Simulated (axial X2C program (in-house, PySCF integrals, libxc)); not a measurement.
Curves of EuOH from open-shell CI on f7 s1

Calculated with an in-house all-electron X2C program for linear molecules (integrals from PySCF): two-component X2C with atomic mean-field Coulomb and Gaunt terms, basis Eu dyall-v3z, O dyall-av3z, H dyall-v3z (cores contracted in-house). Orbitals come from Hartree–Fock averaged over the configuration Eu f7 s1; CI then distributes these electrons over the f, s shells of Eu.

Scan along the Eu–O bond with OH moving as one mass, its bond held at 0.950 Å; masses Eu 152.921 u, O 15.995 u, H 1.008 u. Energies in cm⁻¹ from the lowest point; levels are followed by energy order within each Ω. Lowest level at 2.140 Å: 100% f7 s1.

| R (Å) | (1)Ω=0 | (1)Ω=1 | (1)Ω=2 | (1)Ω=3 | (1)Ω=4 |
| --- | --- | --- | --- | --- | --- |
| 1.990 | 1927 | 1927 | 1927 | 1928 | 1929 |
| 2.065 | 489 | 490 | 490 | 491 | 491 |
| 2.140 | 0 | 0 | 0 | 1 | 2 |
| 2.226 | 289 | 289 | 289 | 290 | 290 |
| 2.311 | 1202 | 1202 | 1202 | 1202 | 1202 |
| 2.408 | 2744 | 2744 | 2744 | 2744 | 2744 |
| 2.525 | 5023 | 5023 | 5023 | 5023 | 5023 |

Task: Fit the curves (1)Ω=0, (1)Ω=1, (1)Ω=2, (1)Ω=3, (1)Ω=4 near their minima.

Result: From the open-shell CI curves, Te from the lowest:

```csv
level,Te (cm⁻¹),Re (Å),ωe (cm⁻¹)
(1)Ω=0,0,2.151,510.0
(1)Ω=1,0,2.151,510.0
(1)Ω=2,0,2.151,510.0
(1)Ω=3,1,2.151,510.0
(1)Ω=4,2,2.151,510.0
```

Without dynamic correlation distances can be off by several hundredths of an Å (long for ionic bonds, short for multiple bonds) and the wavenumbers are rough.

The 5 lowest curves are shown; the next is (2)Ω=3, from 1700 cm⁻¹.

There is no dynamic correlation: spin–orbit spacings and, for f shells, spacings inside one term are the most reliable numbers, splittings between terms come out too wide, and energies between configurations are not reliable, so the lowest level need not be the ground state of the molecule. At most 4 roots were kept for each Ω > 0 (twice that for Ω = 0) within 2.2 eV of the lowest, so higher up levels can be missing between those listed; levels with Ω > 0 are doubly degenerate and listed once, Ω = 0 levels singly. The molecule was held linear; bending was not examined.
